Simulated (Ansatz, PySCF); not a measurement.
This Ansatz (an electronic-structure program) input computes a PBE0/def2-TZVPD energy:

Ansatz 0.2 input:
```yaml
crystal:
  periodic: [false, false, false]
  atoms:
    - {symbol: C, position_ang: [-2.26044247, -0.24252192, -0.05340764]}
    - {symbol: C, position_ang: [-0.82067744, 0.26253588, -0.14936143]}
    - {symbol: C, position_ang: [0.25189949, -0.73028271, 0.27140453]}
    - {symbol: C, position_ang: [1.80661687, -0.21263278, 0.18673843]}
    - {symbol: O, position_ang: [1.88073195, 0.95322808, -0.21320112]}
    - {symbol: H, position_ang: [-2.41248798, -1.12662500, -0.68090014]}
    - {symbol: H, position_ang: [-2.99188114, 0.51702024, -0.36955268]}
    - {symbol: H, position_ang: [-2.51031043, -0.53279875, 0.97215867]}
    - {symbol: H, position_ang: [-0.70816362, 1.17081772, 0.45296133]}
    - {symbol: H, position_ang: [-0.61206232, 0.58579998, -1.17528924]}
    - {symbol: H, position_ang: [0.11025669, -1.05757532, 1.31186212]}
    - {symbol: H, position_ang: [0.21441439, -1.64505429, -0.33787460]}
basis:
  gaussian:
    orbitals: def2-TZVPD
hamiltonian:
  xc: {name: PBE0}
total_charge: -1
output: {forces: true}
```

Problem. Write an input for the same energy in PySCF and say what it gives.

Solution. 
```python
from pyscf import gto, scf, dft

mol = gto.M(
    atom='''
    C    -2.26044247   -0.24252192   -0.05340764
    C    -0.82067744    0.26253588   -0.14936143
    C     0.25189949   -0.73028271    0.27140453
    C     1.80661687   -0.21263278    0.18673843
    O     1.88073195    0.95322808   -0.21320112
    H    -2.41248798   -1.12662500   -0.68090014
    H    -2.99188114    0.51702024   -0.36955268
    H    -2.51031043   -0.53279875    0.97215867
    H    -0.70816362    1.17081772    0.45296133
    H    -0.61206232    0.58579998   -1.17528924
    H     0.11025669   -1.05757532    1.31186212
    H     0.21441439   -1.64505429   -0.33787460
    ''',
    basis='def2-tzvpd',
    charge=-1,
    spin=0,
    verbose=4,
)

mf = dft.RKS(mol, xc='pbe0').density_fit(auxbasis='def2-universal-jkfit')
mf.grids.level = 3
mf.conv_tol = 1e-9
mf.max_cycle = 100
mf.max_memory = 1500
mf.kernel()
if not mf.converged:
    mf = mf.newton()
    mf.kernel(mf.make_rdm1())
mf.analyze()
```
It gives -231.62525 Eh, and Ansatz -231.62518 Eh, a difference of 0.07 mEh, from the treatment of integrals and grids.

It need not be the lowest isomer of its formula. Whether it binds its extra electron was not tested at this geometry.
